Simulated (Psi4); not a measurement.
Relaxed torsion scan: B2Cl4, SMILES B(Cl)(B(Cl)Cl)Cl, singlet. Scanned: dihedral Cl1–B2–B4–Cl5; all other coordinates were relaxed at GFN2-xTB. Points at φ and −φ are mirror images. Heavy atoms are numbered in the order of the SMILES ClB(Cl)B(Cl)Cl, hydrogens after them in the order of the atoms that carry them; the mirror image has the same energies with the sign of each dihedral reversed.

Methods: PBE/def2-TZVP // GFN2-xTB (Psi4); PBE-D3(BJ)/def2-TZVP // GFN2-xTB (Psi4); r2SCAN/def2-TZVP // GFN2-xTB (Psi4); MP2/cc-pVTZ = DF-MP2 (frozen core)/cc-pVTZ // GFN2-xTB (Psi4 1.11).

Energies relative to the lowest point of each profile, in kJ/mol; the last columns give the difference from MP2:

```tsv
φ / °	PBE/def2-TZVP	PBE-D3(BJ)/def2-TZVP	r2SCAN/def2-TZVP	MP2/cc-pVTZ	PBE/def2-TZVP − MP2/cc-pVTZ	PBE-D3(BJ)/def2-TZVP − MP2/cc-pVTZ	r2SCAN/def2-TZVP − MP2/cc-pVTZ
-150	5.6	5.3	5.1	4.9	0.8	0.4	0.2
-120	1.8	1.7	1.6	1.5	0.3	0.2	0.1
-90	0.0	0.0	0.0	0.0	0.0	0.0	0.0
-60	1.9	1.7	1.6	1.6	0.3	0.2	0.1
-30	5.7	5.3	5.2	4.9	0.8	0.4	0.2
0	7.8	7.4	7.2	7.0	0.8	0.3	0.2
30	5.7	5.3	5.2	4.9	0.8	0.4	0.2
60	1.9	1.7	1.6	1.6	0.3	0.2	0.1
90	0.0	0.0	0.0	0.0	0.0	0.0	0.0
120	1.8	1.7	1.6	1.5	0.3	0.2	0.1
150	5.6	5.3	5.1	4.9	0.8	0.4	0.2
180	7.7	7.2	7.1	6.9	0.8	0.4	0.2
```

PBE/def2-TZVP is furthest from MP2/cc-pVTZ at 180 (0.8 kJ/mol, above); its mean absolute difference over the points is 0.5 kJ/mol.

PBE-D3(BJ)/def2-TZVP is furthest from MP2/cc-pVTZ at -150 (0.4 kJ/mol, above); its mean absolute difference over the points is 0.3 kJ/mol.

r2SCAN/def2-TZVP is furthest from MP2/cc-pVTZ at -30 (0.2 kJ/mol, above); its mean absolute difference over the points is 0.1 kJ/mol.
